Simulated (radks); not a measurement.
Excited configurations of Xe III: one electron is placed in a higher orbital outside [Kr] 4d10 5s2 5p3. The ground configuration is [Kr] 4d10 5s2 5p4. All-electron calculation, Dirac Kohn-Sham, PBE, spin-unpolarised, spherical densities, finite nucleus; open shells fill j = l - 1/2 first; Fermi nuclear charge, rms radius 4.7859 fm. Program: a radial shooting solver on a logarithmic mesh with Libxc functionals. Excitation = E - E(ground); binding = E(ion) - E, where the ion is the core of charge +3; n* = 3/sqrt(2 binding) in atomic units, and the quantum defect is n - n*.

5d3/2: excitation (eV) 14.616; binding (eV) 16.471; quantum defect 2.273; eigenvalue (eV) -12.854
5f5/2: excitation (eV) 24.003; binding (eV) 7.084; quantum defect 0.842; eigenvalue (eV) -5.684
6s1/2: excitation (eV) 15.339; binding (eV) 15.749; quantum defect 3.212; eigenvalue (eV) -13.238
6p1/2: excitation (eV) 18.306; binding (eV) 12.782; quantum defect 2.905; eigenvalue (eV) -10.704
6d3/2: excitation (eV) 22.522; binding (eV) 8.565; quantum defect 2.219; eigenvalue (eV) -7.163
6f5/2: excitation (eV) 26.274; binding (eV) 4.813; quantum defect 0.956; eigenvalue (eV) -3.992
7s1/2: excitation (eV) 22.442; binding (eV) 8.646; quantum defect 3.237; eigenvalue (eV) -7.424
7p1/2: excitation (eV) 23.666; binding (eV) 7.421; quantum defect 2.938; eigenvalue (eV) -6.337
7d3/2: excitation (eV) 25.651; binding (eV) 5.436; quantum defect 2.254; eigenvalue (eV) -4.621

The Delta-SCF ionisation energy is 31.087 eV (NIST Atomic Spectra Database: 31.05 eV, semi-empirical). Self-interaction in the functional shifts the binding energies and quantum defects, so they are the method's values and not measured ones. Spin polarisation and multiplet splitting are left out, so open shells lie too high by an amount that depends on their filling.

Beside tabulated values, note that spin-unpolarised runs miss the spin-polarisation part of the exchange energy of open shells.
